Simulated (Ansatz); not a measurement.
Ansatz (a quantum-chemistry and plane-wave program) input (B3LYP-D3(BJ)/def2-TZVP):

Ansatz 0.2 input:
```yaml
crystal:
  periodic: [false, false, false]
  atoms:
    - {symbol: V, position_ang: [0.00509036, 0.00702999, -0.01613388]}
    - {symbol: O, position_ang: [-1.13240595, -1.02402968, -0.13332419]}
    - {symbol: O, position_ang: [-0.26306824, 1.33455120, -0.74799199]}
    - {symbol: F, position_ang: [1.45467054, -0.29415595, 0.85760981]}
basis:
  gaussian:
    orbitals: def2-TZVP
hamiltonian:
  xc: b3lyp
  dispersion: d3bj
total_charge: -1
magnetization: {spin_polarized: true, initial_magnetization: 1}
relax: {f_tol: 0.002, max_steps: 150}
```

End of the output:

```
these checks for a lower state are left out or cut short: starts, cluster_reference, orbital_swaps, neighbouring_geometries, increment
integrals: 0.06 GiB planned
935 factors; their error is unknown
mean field: 0.70 GiB planned
mean field -32507.41562089 eV, -1194.6254897500 hartree, gradient 1.4e-5 eV, S^2 0.759828; 0 other end points of the search recorded, 0 dependent functions left out
the calculation of the forces begins
reference -32507.41586671 eV, -1194.6254987838 hartree; 25, 24 occupied and 113, 114 virtual orbitals, 935 factors
relax step   3: F+E_penalty+E_count = -32507.51994841 eV  Δ(F+E_penalty+E_count) = -1.347e-1 eV  max|allowed force component| = 2.486e-1 eV/Å  Δτ_max = 0.0442 Å  (50 SCF iters, accepted)
these checks for a lower state are left out or cut short: starts, cluster_reference, orbital_swaps, neighbouring_geometries, increment
integrals: 0.06 GiB planned
935 factors; their error is unknown
mean field: 0.70 GiB planned
mean field -32507.42017413 eV, -1194.6256570783 hartree, gradient 2.0e-5 eV, S^2 0.760199; 0 other end points of the search recorded, 0 dependent functions left out
the calculation of the forces begins
reference -32507.42041908 eV, -1194.6256660801 hartree; 25, 24 occupied and 113, 114 virtual orbitals, 935 factors
relax step   4: F+E_penalty+E_count = -32507.52427927 eV  Δ(F+E_penalty+E_count) = -4.331e-3 eV  max|allowed force component| = 8.437e-2 eV/Å  Δτ_max = 0.0181 Å  (50 SCF iters, accepted)
these checks for a lower state are left out or cut short: starts, cluster_reference, orbital_swaps, neighbouring_geometries, increment
integrals: 0.06 GiB planned
935 factors; their error is unknown
mean field: 0.70 GiB planned
mean field -32507.42028957 eV, -1194.6256613209 hartree, gradient 2.5e-5 eV, S^2 0.760238; 0 other end points of the search recorded, 0 dependent functions left out
the calculation of the forces begins
reference -32507.42053459 eV, -1194.6256703251 hartree; 25, 24 occupied and 113, 114 virtual orbitals, 935 factors
relax step   5: F+E_penalty+E_count = -32507.52440822 eV  Δ(F+E_penalty+E_count) = -1.290e-4 eV  max|allowed force component| = 1.207e-2 eV/Å  Δτ_max = 0.0023 Å  (41 SCF iters, accepted)
these checks for a lower state are left out or cut short: starts, cluster_reference, orbital_swaps, neighbouring_geometries, increment
integrals: 0.06 GiB planned
935 factors; their error is unknown
mean field: 0.70 GiB planned
mean field -32507.42029388 eV, -1194.6256614791 hartree, gradient 3.2e-5 eV, S^2 0.760228; 0 other end points of the search recorded, 0 dependent functions left out
the calculation of the forces begins
reference -32507.42053890 eV, -1194.6256704835 hartree; 25, 24 occupied and 113, 114 virtual orbitals, 935 factors
relax step   6: F+E_penalty+E_count = -32507.52441205 eV  Δ(F+E_penalty+E_count) = -3.830e-6 eV  max|allowed force component| = 1.536e-3 eV/Å  Δτ_max = 0.0004 Å  (34 SCF iters, accepted)
integrals: 0.06 GiB planned
935 factors; their error is unknown
mean field: 0.70 GiB planned
mean field evaluation 64: about -32489.6086 eV, gradient 8.0e1 eV
mean field -32507.42029388 eV, -1194.6256614791 hartree, gradient 3.2e-5 eV, S^2 0.760228; 3 other end points of the search recorded, 0 dependent functions left out
the calculation of the forces begins
reference -32507.42053890 eV, -1194.6256704835 hartree; 25, 24 occupied and 113, 114 virtual orbitals, 935 factors
Total energy: -32507.52465707 eV, -1194.6294967558 hartree
Atom 0 at    -0.013224     0.011993    -0.027654 Å, force    -0.001006     0.000246    -0.000606 eV/Å
Atom 1 at    -1.200127    -1.118983    -0.125293 Å, force    -0.000165     0.000323    -0.000234 eV/Å
Atom 2 at    -0.258505     1.443459    -0.794547 Å, force    -0.000365    -0.000238    -0.000085 eV/Å
Atom 3 at     1.536142    -0.313073     0.907654 Å, force     0.001536    -0.000330     0.000925 eV/Å
Dipole moment:     0.314366    -0.065961     0.189759 e Å
```

The spin state was set by rule; other spins were not relaxed.
